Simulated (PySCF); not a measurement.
One molecule, a ladder of functionals, a line

Molecule: `C=CC(=C)O[SiH3]`, C4H8OSi.

Mapped SMILES: `[CH2:1]=[CH:2][C:3](=[CH2:4])[O:5][SiH3:6]`. Hydrogens are named by the atom that carries them. Ha(C4) is cis to C2; Ha(C1) is cis to C3; Hb(C4) is trans to C2; Hb(C1) is trans to C3.

GIAO shieldings (ppm, equivalent atoms averaged) in PySCF 2.14 on the PBE0-D3(BJ)/def2-SVP geometry, basis pcSseg-1, gas phase, non-relativistic:

```csv
functional,exact exchange (%),σ(O5),σ(Si6)
BLYP,0,222.5,367.7
BP86,0,226.0,371.7
PBE,0,226.1,372.8
B3LYP,20,234.1,379.7
mPW1PW91,25,239.2,386.7
BHandHLYP,50,249.2,398.5
HF,100,270.4,433.6
```

Q: Fit each shielding as a line in the percentage of exact exchange.

A: σ(O5) = 225.4 + 0.46 x (rms 1.5 ppm); σ(Si6) = 369.9 + 0.62 x (rms 2.2 ppm). The functionals also differ in their semilocal parts, which the line can't hold; Hartree–Fock has no correlation at all.

Q: What does the line predict for PBE0 (25 %), and what does the run give?

A: σ(O5): 236.9 predicted, 239.5 computed; σ(Si6): 385.4 predicted, 387.8 computed ppm.
